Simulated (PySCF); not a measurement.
C2H4Cl2Si. Atoms are numbered in the order given.

```xyz
9

Cl    -0.4471     2.5546     0.0000
C      1.0255     1.6440     0.0000
C      1.0392     0.3107     0.0000
Si    -0.5163    -0.7250     0.0000
Cl     0.0686    -2.7146     0.0000
H      1.9154     2.2798     0.0000
H      2.0210    -0.1758     0.0000
H     -1.3312    -0.4812    -1.2213
H     -1.3312    -0.4812     1.2213
```
Charge 0, spin multiplicity 1.

Geometry optimised at PBE0-D3(BJ)/def2-SVP. The structure was generated by enumeration; whether it is a known compound was not checked. One conformer was computed; it need not be the lowest.

Method: B3LYP/def2-TZVP in PySCF.

The molecule is in vacuum.

Computed frontier levels, gap, dipole moment and polarisability:
```yaml
highest_occupied_level: -7.68 eV
lowest_empty_level: -1.35 eV
orbital_gap: 6.33 eV
dipole_moment: 1.68 D
quadrupole, principal values (traceless, Buckingham form, about the centre of nuclear charge): -5.88, -1.25, 7.14 D·Å
mean_static_polarisability: 72.8 bohr³ (10.78 Å³)
polarisability_principal_values: 51.4, 66.7, 100.1 bohr³
```
